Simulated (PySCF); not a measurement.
## Selenium: a sound run and one with changed settings

Sound run: Se²⁺ [Ar] 3d10 4s2 4p2, Se³⁺ [Ar] 3d10 4s2 4p1. Computed with PySCF 2.14 in cc-pVDZ-PP with ECP10MDF, with scalar relativity through the core potential. The sound run starts from symmetry-adapted Hartree-Fock orbitals and uses a fine grid where one is needed.

Changed run: basis STO-3G, all-electron and non-relativistic. This setting is unsound on purpose.

```tsv
species	method	sound run (hartree)	changed run (hartree)	converged
Se²⁺	UHF	-370.76627	-2372.53530	yes
Se²⁺	BP86	-372.12149	-2373.90537	yes
Se²⁺	PBE	-371.97131	-2373.30443	yes
Se³⁺	UHF	-369.62842	-2371.38172	yes
Se³⁺	BP86	-370.96155	-2372.72701	yes
Se³⁺	PBE	-370.81497	-2372.12772	yes
```

Ionisation energy of Se²⁺:

```tsv
method	sound run (eV)	changed run (eV)
UHF	30.962	31.390
BP86	31.564	32.065
PBE	31.466	32.020
```

A minimal basis cannot let orbitals breathe on ionisation and holds almost no correlation. The Hamiltonian changed with the basis, so the totals do not compare.

For comparison, NIST gives 31.697 ± 0.019 eV between the lowest levels.
